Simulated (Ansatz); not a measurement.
Born–Oppenheimer molecular dynamics of BCl2FH2 (6 atoms, charge 0, multiplicity 1). It starts at the highest image of a converged band, a first-order saddle point between two minima.

All numbers below come from Ansatz 0.2.0, RKS B3LYP-D4/def2-SVP.

* ensemble: NVE (velocity Verlet)
* time step: 0.5 fs
* steps asked: 200
* starting velocities drawn for: 300 K
* seed: 6949

First frame:

```xyz
6
Properties=species:S:1:pos:R:3
B -0.072 -0.250 -0.002
F -0.100 0.133 1.507
H 1.006 -0.038 -0.469
Cl -1.545 0.275 -0.819
Cl -0.148 -2.197 0.608
H -0.142 -1.013 1.652
```

(1) How far do the bonds stretch over the last three quarters of this one trajectory? (Pairs bonded in most of those frames.)

Results:

(1) 
| bond | mean (Å) | spread (Å) | shortest | longest |
| --- | --- | --- | --- | --- |
| B1–H3 | 1.197 | 0.020 | 1.17 | 1.23 |
| B1–Cl4 | 1.742 | 0.031 | 1.69 | 1.79 |
| B1–Cl5 | 1.761 | 0.040 | 1.69 | 1.84 |
| F2–H6 | 0.930 | 0.013 | 0.91 | 0.96 |

Mean temperature of the second half: 856 K. The conserved energy stayed within 0.06 meV per atom of its start (net change 0.0093 meV per atom), so the integration is sound. The kinetic energy rose, since the run started high on the potential surface and went downhill. It ends in pieces (BCl2H + FH), so much of that is their flight and rotation, not heat. A run of 0.1 ps of so small a system gives no equilibrium averages. The orbitals stay closed-shell, which can raise the energy where a bond breaks towards radicals; this wasn't checked here.

Run time: 5.6 min on 1 thread of Intel(R) Xeon(R) 6975P-C (Granite Rapids), with other jobs on the host, peak memory 0.16 GiB.
